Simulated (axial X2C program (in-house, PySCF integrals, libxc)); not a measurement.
# TeN: from the spin-free to the two-component result

Computed with an axial X2C code built on PySCF integrals. Spin-free means the one-electron spin-free X2C Hamiltonian; two-component (2c) means X2C with spin–orbit coupling and atomic mean-field two-electron Coulomb and Gaunt terms, so the difference of the two also holds small scalar two-electron terms. Basis: Te dyall-cv3z [11s12p8d4f1g], N dyall-av3z [7s7p3d2f] (cores contracted in-house); Gaussian nuclei, density fitting, unrestricted open shells. Masses: Te 129.906 u, N 14.003 u.

Spin-free state: M_S = 1/2, Λ = 1 (beyond evenly filled blocks: π+α); fragments Te + N.

```json
{"level": "CCSD", "Re (Å)": "1.852", "ωe (cm⁻¹)": "750.7", "De (eV)": "2.198"}
{"level": "CCSD(T)", "Re (Å)": "1.842", "ωe (cm⁻¹)": "801.6", "De (eV)": "n/a"}
```

Correlated methods: 21 electrons correlated (number of frozen shells: Te 4 s, 3 p, 1 d; N 1 s), 247 virtual spin orbitals or spinors in MP2, 110 natural virtuals in coupled cluster.

Dipoles are positive if N is the positive end.

Within this multiplet, which Ω should lie lowest by the rule for regular and inverted multiplets?

The open π shell holds one electron, so the multiplet is regular: Ω = Λ − 1/2 = 1/2. The PBE0 2c search agrees.

Two-component determinant lowest at the distance of the search:

Ω = 1/2 (⟨Sz⟩ = -0.50, ⟨Lz⟩ = 1.00 at HF); fragments Te + N.

```tsv
level	Re (Å)	ωe (cm⁻¹)	De (eV)
CCSD	1.864	721.4	2.072
CCSD(T)	1.853	764.7	n/a
```

From the two tables, how do the constants change at the CCSD(T) level (2c against spin-free)?

At the CCSD(T) level Re increases by 0.011 Å and ωe falls by 36.9 cm⁻¹.

The state is a single determinant with fixed occupations, the lowest that a limited PBE0 search found. De is counted from the lowest determinant-based energies of the atoms at the same level, without counterpoise correction. De is not given where an atomic determinant may have missed its ground term or J level, or where the truncated virtual space spoils (T). Coupled cluster ran in a truncated set of natural virtual spinors; the MP2 energy of the rest was added. (T) has no such correction and the atoms are truncated less, which lowers De at CCSD(T) by a hundredth of an eV or more. The determinant is spin-polarised beyond a pure state at some levels (its spin-free form has ⟨S²⟩ too high), which makes Re and μ there less reliable. The T1 diagnostic is large, a sign of multireference character.
